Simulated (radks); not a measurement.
Problem. These are the eigenvalues of the occupied orbitals of an atom or ion with whole-number occupations (eV). Calculated with a radial shooting solver on a logarithmic mesh with Libxc functionals: Dirac Kohn-Sham, PBEsol, spin-unpolarised, spherical densities, finite nucleus; Fermi nuclear charge, rms radius of each element as measured or else 0.836 A^(1/3) + 0.57 fm.

orbital  eigenvalue
1s1/2     -9581.942
2s1/2     -1224.913
2p1/2     -1087.083
2p3/2     -1063.250
3s1/2     -194.3378
3p1/2     -150.3925
3p3/2     -147.2030
3d3/2      -73.5341
3d5/2      -73.1044

Which element is it, and in what charge state? The configuration may be excited. Open shells, if any, fill j = l - 1/2 first.

Solution. Z = 30, zinc, charge +4: Zn4+ in [Ar] 3d8. The list shows which subshells hold electrons but not how many an open one holds; the 1s level, -352.13 hartree, gives Z - s = 26.5 by -(Z - s)^2/2, which with screening and relativity narrows Z to a few neighbours, and the depths of the outer levels then fix element, charge and occupations together.
